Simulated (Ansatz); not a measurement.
**TiCl, quartet: energies of several shapes or isomers**

Computed with Ansatz's Gaussian-basis code (development build). Basis def2-SVP, nonrelativistic, 10 orbitals frozen in the corrections; active space CAS(11,8). Restricted Hartree–Fock, then the lowest state-specific CASSCF solution met for each case. A minimal or small basis: far from the basis limit. On stretched bonds single-reference methods can fail or change state. Unlike active orbitals can shift such differences by tenths of an eV, at times by over 1 eV.

Case A: bond length 2.2650 Å.

Case B: bond length 3.3975 Å. A bond is stretched, to 1.30 times the sum of the covalent radii.

Energy less that of case A, in eV:

| case | RHF/ROHF | CASSCF |
| --- | --- | --- |
| B | +1.974 | +2.008 |

(1) Give the SC-NEVPT2 energies against case A.

Answers

(1) B: +2.321 eV (53.5 kcal/mol).
